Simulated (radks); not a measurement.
Question: Spherical quantum dot in the effective-mass picture: electrons in a parabolic well V = omega^2 r^2 / 2 with omega = 0.135, all in effective atomic units (hartree* = m*/eps^2 hartree, bohr* = eps/m* bohr), one dielectric constant everywhere. Method: non-relativistic Kohn-Sham, LDA (Slater exchange, Perdew-Wang correlation), spin-polarised, spherical densities; computed with a radial shooting solver with Libxc functionals. Levels are named by radial order and angular momentum (1s, 1p, 1d, 2s, ...), and open shells are averaged over m. Results are scaled to m* = 0.043 and eps = 16.1, for which hartree* = 4.514 meV and bohr* = 19.81 nm. At N = 15 the configuration is 1s2 1p6 1d(up 5, down 2). Does electron 16 go into 2s up or 1d down or 2s down?

Answer: Into 1d down. The total energies of the other choices lie higher by 0.0627 meV (2s up), 0.0863 meV (2s down).
